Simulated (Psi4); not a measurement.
Pair of molecules, SMILES N#N with SMILES [AsH3] (the first has 2 atoms); geometry from B3LYP-D3(BJ)/def2-TZVP, rigid monomers moved along the line of their centres of mass till N2···As3 is 4.92 Å.
(charge 0, multiplicity 1):
```xyz
6

N      0.2416    -0.2329    -1.0082
N      0.4601    -0.6963    -0.0452
As    -0.6217     0.2676     4.6543
H      0.8630    -0.0694     4.7251
H     -1.0050    -1.2006     4.5103
H     -0.7665     0.2183     6.1723
```

Method: SAPT0/aug-cc-pVDZ in Psi4.

Q: Give the four SAPT terms and the total, and say what mostly holds the pair together.

A: electrostatics -0.04, exchange 0.01, induction 0.00, dispersion -0.16, total -0.19 kcal/mol; the largest attraction is dispersion.
